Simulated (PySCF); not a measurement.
# Gas-phase XPS of Cu(NH3)(NH2), computed

Compound: Cu(NH3)(NH2) (singlet state).
Bonds: Cu1–N2, Cu1–N6. Hydrogens: H3, H4, H5 on N2; H7, H8 on N6.

Theory: PySCF 2.14.0, delta-SCF UKS SCAN, pcX-2 on the ionised atom (unc-x2c-TZVPall on a metal), pcseg-1 elsewhere, spin-free X2C. These are vertical core ionisation energies against the vacuum level, from separate self-consistent calculations with and without the core hole.

Task: List the computed XPS lines with their assignment.

Result: 
```csv
atom(s),bonded to,level,binding energy (eV),2p1/2 (eV),above the level's lowest (eV),count
Cu1,2 N,Cu 2p3/2,937.28,957.94,0.00,1
N2,3 H and Cu,N 1s,407.54,–,+5.28,1
N6,2 H and Cu,N 1s,402.26,–,0.00,1
```

Lowest listed N 1s: N6, bonded to 2 H and Cu. Highest, 5.28 eV above it: N2, bonded to 3 H and Cu.

Task: Which photon energy gives electrons from N 1s of N6 a kinetic energy of 100 eV, and what is their de Broglie wavelength?

Result: hν = 402.26 + 100 = 502.26 eV, recoil neglected; λ = 12.264 Å/√(E/eV) = 1.23 Å.

Spin–orbit coupling isn't in the SCF: each 2p doublet comes from a relaxed spin-free hole plus a matrix of the shell (mean-field spin–orbit coupling and the ground-state 2p splitting), with 2p3/2 averaged over its two sublevels. 2p1/2 minus 2p3/2 (ligand field included): Cu 20.65 eV. Satellites of the metal's 2p lines aren't described. Isolated species at its PBE0-D3(BJ)/def2-SVP geometry, gas phase. Metal 2p energies of this one-determinant scheme are less reliable than its 1s energies.
